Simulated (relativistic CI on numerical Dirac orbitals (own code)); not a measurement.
Rh XIII: q coefficients and field-shift factors

Computed by Dirac-Coulomb-Breit CI, separate exchange-only KLI orbitals for each configuration, derivatives by finite differences, unscaled Slater integrals, QED left out (own radial code, finite nucleus).

Configurations in the expansion (outside the closed core [Ar] 3d10): 4s²4p³, 4s4p⁴, 4p⁵, 4s²4p²4d, 4s4p³4d, 4s²4p²4f, 4s²4p4d², 4s²4d³, 4s4p4d³, 4s²4d²4f. Double excitations out of closed p, d and f shells are left out; levels of such configurations are missing from the list, as are those of other unlisted configurations, and high levels can miss mixing partners.

With x = (α/α₀)² − 1 an excitation energy changes as ω = ω₀ + qx; K = 2q/ω₀ is the relative enhancement. Terms are leading LS components, so labels can repeat. The field-shift factor is F = δν/δ⟨r²⟩ for the transition from the lowest level.

Lowest level 4s²4p³ ⁴S°3/2.

| Level | ω₀ (cm⁻¹) | q (cm⁻¹) | F (GHz/fm²) |
| --- | --- | --- | --- |
| 4s²4p³ ²D°3/2 | 36636 | 19380 | -0.322 |
| 4s²4p³ ²D°5/2 | 50082 | 29700 | -0.437 |
| 4s²4p³ ²P°1/2 | 74486 | 30320 | -0.957 |
| 4s²4p³ ²P°3/2 | 101738 | 70070 | -1.7 |
| 4s4p⁴ ⁴P5/2 | 294292 | 46930 | -48.2 |
| 4s4p⁴ ⁴P3/2 | 318541 | 72040 | -48.2 |
| 4s4p⁴ ⁴P1/2 | 324717 | 72190 | -48.3 |
| 4s4p⁴ ²D3/2 | 367325 | 62290 | -43.2 |
| 4s4p⁴ ²D5/2 | 376267 | 77560 | -44.4 |
| 4s4p⁴ ²S1/2 | 417065 | 67270 | -42.7 |
| 4s4p⁴ ²P3/2 | 425218 | 62030 | -32 |
| 4s²4p²4d ⁴F3/2 | 456684 | 7250 | 0.706 |
| 4s4p⁴ ²P1/2 | 460334 | 98330 | -33.2 |
| 4s²4p²4d ⁴F5/2 | 467103 | 16610 | 1.75 |
| 4s²4p²4d ⁴F7/2 | 484398 | 41030 | 1.55 |
| 4s²4p²4d ²F5/2 | 484605 | 29580 | 1.61 |
| 4s²4p²4d ⁴D1/2 | 491899 | 43410 | -2.26 |
| 4s²4p²4d ⁴D3/2 | 493715 | 40550 | -0.47 |
| 4s²4p²4d ²F7/2 | 494228 | 38130 | 1.57 |
| 4s²4p²4d ⁴F9/2 | 498738 | 50640 | 1.43 |
| 4s²4p²4d ⁴D5/2 | 506757 | 51750 | 0.946 |
| 4s²4p²4d ⁴D7/2 | 529372 | 66750 | 1.1 |
| 4s²4p²4d ²P3/2 | 537856 | 44190 | -13.6 |

At this charge energies of transitions that change n are usually good to better than 1 %, and those within a shell (Δn = 0) to a few per cent.

(1) Which transition from the lowest level has the largest |K|?

## Answers

(1) 4s²4p³ ²P°3/2 at 101738 cm⁻¹, K = 1.38.
